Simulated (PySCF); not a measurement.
C2H7BO. Atoms are numbered in the order given.

```xyz
11

B     -0.4530    -0.5278     0.0000
H     -1.6526    -0.3025     0.0000
C      0.1143    -1.9860     0.0000
H     -0.2629    -2.5377     0.8782
H     -0.2629    -2.5377    -0.8782
H      1.2131    -2.0247     0.0000
O      0.3946     0.5195     0.0000
C     -0.0335     1.8557     0.0000
H      0.3613     2.3676    -0.8915
H      0.3613     2.3676     0.8915
H     -1.1337     1.9316     0.0000
```
Charge 0, spin multiplicity 1.

Coordinates come from a PBE0-D3(BJ)/def2-SVP optimisation. Other conformers were not sampled.

The numbers are results of TDA-CAM-B3LYP/def2-SVPD (PySCF 2.14.0), not measurements.

Vertical excitations.  State labels are in the subgroup Cs.

| state | symmetry | energy (eV) | λ (nm) | f | main pairs |
|---|---|---|---|---|---|
| S1 | A" | 6.76 | 183 | 0.003 | HOMO→LUMO+1 96 % |
| S2 | A' | 8.18 | 151 | 0.003 | HOMO→LUMO 93 % |
| S3 | A" | 8.50 | 146 | 0.001 | HOMO−2→LUMO+1 93 % |
| S4 | A' | 8.57 | 145 | 0.233 | HOMO−1→LUMO+1 93 % |
| S5 | A" | 8.60 | 144 | 0.012 | HOMO−1→LUMO 85 % |
| S6 | A' | 8.89 | 139 | 0.087 | HOMO→LUMO+2 80 %, HOMO−2→LUMO 12 % |
| S7 | A' | 9.33 | 133 | 0.245 | HOMO→LUMO+3 70 % |
| S8 | A" | 9.38 | 132 | 0.002 | HOMO−3→LUMO+1 64 %, HOMO−1→LUMO+2 25 % |
| S9 | A" | 9.39 | 132 | 0.025 | HOMO−1→LUMO+2 57 %, HOMO−3→LUMO+1 29 % |
| S10 | A' | 9.65 | 129 | 0.030 | HOMO→LUMO+4 59 %, HOMO−2→LUMO+2 19 %, HOMO→LUMO+3 9 % |
| T1 | A" | 6.22 | 199 | 0 | HOMO→LUMO+1 93 % |
| T2 | A' | 7.04 | 176 | 0 | HOMO−1→LUMO+1 91 % |
| T3 | A' | 7.95 | 156 | 0 | HOMO→LUMO 91 % |
| T4 | A" | 8.10 | 153 | 0 | HOMO−2→LUMO+1 80 % |
Triplets are in the Tamm–Dancoff approximation.
